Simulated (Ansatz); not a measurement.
CFGeN, SMILES `N#[C][Ge][F]` (lower singlet) (charge 0, multiplicity 1). This singlet lies 2.37 eV below the relaxed triplet at the level frozen-core CCSD(T)/cc-pVTZ // B3LYP-D3(BJ)/def2-TZVP (Ansatz, a program for electronic structure).

All values below come from LDA/cc-pVTZ // B3LYP-D3(BJ)/def2-TZVP (Ansatz).

Ansatz 0.2 input:
```yaml
crystal:
  periodic: [false, false, false]
  atoms:
    - { symbol: N, position_ang: [-1.912793, -0.233675, -0.344079] }
    - { symbol: C, position_ang: [-0.842319, 0.047423, -0.010067] }
    - { symbol: Ge, position_ang: [0.899744, 0.797586, 0.663058] }
    - { symbol: F, position_ang: [1.855369, -0.611335, 0.230173] }
basis:
  gaussian: { orbitals: cc-pVTZ }
hamiltonian:
  xc: lda
```

Output:

```
Functional definition: SPW92
842 factors; their error is unknown
mean field evaluation 1: about -61632.4608 eV, gradient 6.5e1 eV
mean field evaluation 2: about -61523.8304 eV, gradient 1.8e2 eV
mean field evaluation 4: about -61639.8162 eV, gradient 1.6e1 eV
mean field evaluation 8: about -61640.4069 eV, gradient 3.1e-1 eV
mean field evaluation 16: about -61640.3844 eV, gradient 7.5e-5 eV
mean field -61640.38436520 eV, -2265.2423440679 hartree, gradient 7.5e-5 eV, S^2 0.000000; 0 other end points of the search recorded, 0 dependent functions left out
reference -61640.38439214 eV, -2265.2423450580 hartree; 27, 27 occupied and 106, 106 virtual orbitals, 842 factors
Total energy: -61640.38439214 eV, -2265.2423450580 hartree
```
